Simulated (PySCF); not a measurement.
**SMILES C#C/C=C(/F)C(F)(F)F, C5H2F4**

Molfile (atoms numbered from 1):
```
C5H2F4
     RDKit          3D

 11 10  0  0  0  0  0  0  0  0999 V2000
    2.5665   -0.3625    0.2012 C   0  0  0  0  0  0  0  0  0  0  0  0
    1.5643    0.1713   -0.1905 C   0  0  0  0  0  0  0  0  0  0  0  0
    0.4399    0.8467   -0.6897 C   0  0  0  0  0  0  0  0  0  0  0  0
   -0.8276    0.5477   -0.4109 C   0  0  0  0  0  0  0  0  0  0  0  0
   -1.8293    1.2655   -0.9492 F   0  0  0  0  0  0  0  0  0  0  0  0
   -1.3531   -0.5520    0.4809 C   0  0  0  0  0  0  0  0  0  0  0  0
   -0.3795   -1.2457    1.0769 F   0  0  0  0  0  0  0  0  0  0  0  0
   -2.1361   -0.0651    1.4545 F   0  0  0  0  0  0  0  0  0  0  0  0
   -2.0959   -1.4357   -0.2035 F   0  0  0  0  0  0  0  0  0  0  0  0
    3.4253   -0.8468    0.5596 H   0  0  0  0  0  0  0  0  0  0  0  0
    0.6309    1.6792   -1.3553 H   0  0  0  0  0  0  0  0  0  0  0  0
  1  2  3  0
  2  3  1  0
  3  4  2  0
  4  5  1  0
  4  6  1  0
  6  7  1  0
  6  8  1  0
  6  9  1  0
  1 10  1  0
  3 11  1  0
M  END
```

Level of theory: GIAO B3LYP/pcSseg-1 magnetisability, rotational g tensor and spin-rotation constants, non-relativistic, gas phase (PySCF). Geometry: GFN2-xTB.

Question: Give the nuclear spin-rotation constants along the inertial axes (H = +C I·J) beside the isotropic shieldings.

Answer: Rotational constants 2.4442, 1.3379, 1.0177 GHz. A star marks the isotopologue with that one atom substituted, in its own axes.
| atom | isotope | Caa (kHz) | Cbb (kHz) | Ccc (kHz) | mean (kHz) | σ (ppm) |
| --- | --- | --- | --- | --- | --- | --- |
| F5 | 19F | 3.095 | 1.852 | 0.556 | 1.834 | 285.1 |
| F7 | 19F | 3.366 | 1.516 | 1.263 | 2.049 | 252.8 |
| F8 | 19F | 2.801 | 2.160 | 1.119 | 2.027 | 246.6 |
| F9 | 19F | 2.902 | 2.147 | 1.127 | 2.059 | 244.2 |
| H10 | 1H | -0.058 | -0.067 | -0.120 | -0.082 | 28.5 |
| H11 | 1H | -0.221 | 0.095 | -0.117 | -0.081 | 25.8 |
| C1 | 13C* | 0.583 | 0.322 | 0.344 | 0.416 | 81.0 |
| C2 | 13C* | 0.370 | 0.273 | 0.361 | 0.335 | 105.8 |
| C3 | 13C* | 0.715 | 0.545 | 0.142 | 0.467 | 77.3 |
| C4 | 13C* | 0.859 | 0.719 | 0.260 | 0.612 | 10.1 |
| C6 | 13C* | 0.765 | 0.438 | 0.310 | 0.504 | 50.8 |

For the geometry as given, no vibrational averaging.
